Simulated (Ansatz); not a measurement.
**Loss of H2: InH3(NH3) → InH2(NH2) + H2**

Species: InH3(NH3), singlet; InH2(NH2), singlet; H2 (hydrogen), singlet. 

Shapes, held fixed at every level: PBE0-D4/def2-TZVP. Programs: Ansatz 0.2.0. The zero-point and thermal change to 298 K, harmonic and unscaled (PBE0-D4/def2-TZVP), is -18.5 kJ/mol.

| level | kind | ΔH(298 K) (kJ/mol) | less CCSD(T)/def2-TZVPP |
| --- | --- | --- | --- |
| HF/def2-SVP | Hartree–Fock | +93.9 | +30.5 |
| HF/def2-TZVPP | Hartree–Fock | +70.6 | +7.2 |
| SPW92/def2-TZVPP | LDA | +83.8 | +20.4 |
| PBE-D4/def2-TZVPP | GGA | +60.0 | -3.4 |
| PBE0-D4/def2-TZVPP | global hybrid | +70.0 | +6.6 |
| MP2/def2-SVP | perturbation theory | +81.9 | +18.5 |
| CCSD(T)/def2-TZVPP | coupled cluster or CI | +63.4 | 0.0 |

The highest level, CCSD(T)/def2-TZVPP, gives ΔH(298 K) = +63.4 kJ/mol; the levels span +60.0 to +93.9. The column of differences is taken from that level and isn't an error. No measured value is set beside it here. For atoms past krypton def2 sets carry core potentials with scalar relativity. Correlated rows may include outer-core shells of In, which these sets cover unevenly.
